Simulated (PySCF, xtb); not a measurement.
In(H)2(NHMe) (CH6InN), SMILES C[NH][InH2].

GFN2-xTB run with xtb 6.7.1 at its own geometry gives an orbital gap of 2.97 eV and a dipole moment of 1.23 D.

Coordinates come from a B3LYP-D3(BJ)/def2-SVP optimisation. The def2 effective core potentials stand for the cores of In; spin–orbit coupling is left out.

**Question.** What does PySCF with PBE0/def2-TZVPD give? (An estimate is asked for; the answer gives what the named calculation found.)

**Answer.** gap 5.09 eV (levels -6.28 and -1.19 eV), dipole 0.26 D.
